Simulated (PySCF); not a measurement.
# Assigning NMR signals

Atom-mapped SMILES (the numbers label the heavy atoms): `[CH3:1][C:2]#[C:3][Si@@:4]([NH2:5])([PH2:6])[SiH2:7][NH2:8]`. Hydrogens are named by the atom that carries them. Ha(Si7) is pro-R; Hb(Si7) is pro-S.

How the numbers were obtained: GFN2-xTB geometry, σ from GIAO-PBE0/pcSseg-1, in PySCF 2.14 (in vacuum, one averaged value for each set of equivalent atoms, one conformer, non-relativistic).

References, each an isolated molecule treated in the same way: TMS for ¹³C and ¹H.

Task: Assign these signals to the numbered atoms. ¹³C{¹H} NMR (computed): δ 113.1 (C), 91.7 (C), 6.2 (CH3).

Result: 
| δ (ppm) | atoms | environment | reason |
| --- | --- | --- | --- |
| 113.1 | C2 | alkyne carbon | – |
| 91.7 | C3 | alkyne carbon | sp carbons lie upfield of alkene carbons because the cylindrical π system leaves one tensor component strongly shielded |
| 6.2 | C1 | propargylic methyl carbon | aliphatic region, no heteroatom directly attached |

Task: Assign these signals to the numbered atoms. ¹H NMR (400 MHz, computed): δ 4.95 (m, 1H), 4.82 (m, 1H), 2.12 (s, 3H), 1.49 (m, 2H), 0.04 (br s, 2H), -0.41 (br s, 2H).

Result: 
4.95 → Hb(Si7), hydrogen on a silicon bonded to N, Si
4.82 → Ha(Si7), hydrogen on a silicon bonded to N, Si
2.12 → H(C1), hydrogen on a propargylic methyl carbon
1.49 → H(P6), hydrogen on a phosphorus bonded to Si
0.04 → H(N5), hydrogen on a nitrogen bonded to Si: exchangeable, gas-phase position
-0.41 → H(N8), hydrogen on a nitrogen bonded to Si

OH/NH shifts are gas-phase values; hydrogen bonding in solution moves them, usually downfield. Splittings by ³¹P in the carbon and heteronuclear signals aren't shown, as no couplings were computed. Shifts are as computed. Against solution values, carbons near 30 ppm lie about +3 ppm off and those near 130 ppm about +5 ppm. Of 1211 compounds with measured shifts, 218 miss one by over three times the rms of a fit or turn the order of signals round; such compounds aren't used in these exercises. No couplings were computed; multiplicities are counted from neighbouring protons, with m where these are inequivalent, close in shift, in a saturated or five-membered ring or joined by F or P, and br s for small geminal =CH2 splittings.
